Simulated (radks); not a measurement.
Fractional charge and spin in the 4s shell of zinc: the spin-up occupation runs from 0 to 1 and the spin-down occupation from 0 to 1; the fullest corner is Zn, [Ar] 3d10 4s(up 1, down 1). Calculated with a radial shooting solver on a logarithmic mesh with Libxc functionals: non-relativistic Kohn-Sham, PBE, spin-polarised, spherical densities, point nucleus. Energy (eV) above the fullest corner. The planes named below are the two flat planes that join the four corners, with an edge along up + down = one added electron.

down \ up       0     0.5      1
0          27.750  17.515  9.377
0.5        17.515   9.668  3.782
1           9.377   3.782  0.000

Corners above the fullest one (they belong to Zn+ and the next ion): (up 1, down 0) 9.377 eV, (up 0, down 1) 9.377 eV, (up 0, down 0) 27.750 eV. With half an added electron in each spin the energy lies 0.291 eV from the planes (fractional-spin error, the static-correlation error of a stretched bond), and with half an added electron in spin up alone -1.048 eV (fractional-charge error). For a frontier s shell over closed shells the exact functional lies on the planes.
